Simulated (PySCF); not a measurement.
Spinor energies of Co⁺ (cobalt, charge +1)

Start: [Ar] 3d7 4p1; 3d3/2 filled at m_j = +1/2, +3/2; 3d5/2 filled at m_j = -3/2, -1/2, +1/2, +3/2, +5/2; 4p3/2 filled at m_j = +3/2. Calculated with PySCF 2.14 in x2c-SVPall-2c with one added diffuse shell each of s, d type (6s5p4d1f, 48 functions): generalised Hartree-Fock with the X2C-1e Hamiltonian and a Gaussian nucleus; one run each with spin-orbit coupling (SO) switched off, then screened by Boettger's factors. This is a chosen level, not necessarily the ground level.

```csv
spinor shell,electrons,"ε, spin-free (eV)","ε, screened SO (eV)",weight of nominal j (screened SO),"rms radius, screened SO (bohr)"
1s1/2,2,-7783.4,-7783.4,1.000,0.0649
2s1/2,2,-973.82,-973.78,1.000,0.276
2p1/2,2,-831.91,-842.50,0.996,0.247
2p3/2,4,-831.91,-826.66,0.998,0.250
3s1/2,2,-134.87,-134.85,1.000,0.833
3p3/2,4,-91.711,-90.580,0.819,0.891
3p1/2,2,-91.711,-93.958,0.638,0.888
3d5/2,5,-27.376,-28.466,0.580,1.14
3d3/2,2,-27.376,-24.653,0.679,1.18
4p3/2,1,-10.162,-10.128,1.000,3.05
```

| quantity | spin-free | screened SO |
| --- | --- | --- |
| E (hartree) | -1391.19921 | -1391.21994 |
| M_J | 6 | 6 |
| ⟨J²⟩ | 42.006 | 42.006 |
| ⟨L²⟩ | 20.005 | 20.026 |
| ⟨S²⟩ | 6.001 | 5.994 |

Each row is a mean over spinors that exchange with the open shell spreads, by up to 14.105 eV (3p3/2).

Rows whose weight is well below 1 are mixtures of j = l ± 1/2: exchange outweighs spin-orbit coupling there, and the label is only the starting occupation.

Without spin-orbit coupling the j labels of p, d and f shells carry no meaning; the spin-free column gives the mean over the occupied spinors of each nl shell.
